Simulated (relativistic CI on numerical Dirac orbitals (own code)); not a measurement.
# Ti⁺ in a cubic cluster: 2p photoemission with charge transfer

Computed with a charge-transfer multiplet model of a cubic metal-ligand cluster with up to one ligand hole, Slater and spin-orbit integrals from Dirac-Coulomb-Breit ions, Slater integrals scaled by 0.9. The ground state mixes d3 with configurations of k ligand holes L, whose averages lie at kΔ + k(k − 1)U_dd/2; a core hole lowers each added d electron by U_cd. 300 K, Lorentzian 0.6 eV and Gaussian 0.8 eV FWHM.

Atomic integrals in eV (Slater integrals scaled, ζ unscaled), ground: F2dd 6.085, F4dd 3.735, zeta_d 0.009; with the core hole: F2dd 8.239, F4dd 5.130, zeta_d 0.022, zeta_core 3.746, F2cd 4.410, G1cd 3.131, G3cd 1.774.

Cluster parameters (eV): U_dd = 4.6, U_cd = 5.5, 10Dq = 1.15, 10Dq(ligand) = 0.7, V(eg) = 1.7, V(t2g) = -0.85, final-state hopping factor = 0.9.

```
       Case   n_d    d3   d4L     S
 Δ = 9.7 eV  3.10  0.90  0.10  1.50
Δ = 11.7 eV  3.08  0.92  0.08  1.50
Δ = 12.7 eV  3.07  0.93  0.07  1.50
```

Weights, n_d and S are thermal averages at 300 K. Binding energies count from the first peak over 30 % of the highest in each spectrum, which can be another peak from case to case. The parameters are a model scan and need not match a compound or its usual spin state. Peaks in eV (height, largest 100):
- Δ = 9.7 eV: 0.0 (100), 3.9 (14), 6.5 (54)
- Δ = 11.7 eV: 0.0 (100), 3.8 (14), 6.5 (54)
- Δ = 12.7 eV: 0.0 (100), 3.8 (14), 6.5 (54)

For the case Δ = 9.7 eV, Δ = 9.7 eV is larger than U_dd = 4.6 eV, the Mott-Hubbard side of the Zaanen-Sawatzky-Allen scheme. With the core hole the configuration with one ligand hole lies at Δ − U_cd = 4.2, 6.2, 7.2 eV from the one without, in the order of the table; where this is negative the screened configuration lies lower, though the effective hopping of about 3.3 eV (from the holes of the mixed ground state) mixes the two strongly wherever it is as large as the gap.

With at most 1 ligand hole the space is cut while the next configuration still counts, so covalency is underestimated, and a final configuration with one more ligand hole, which can lie low, is missing from the spectra.
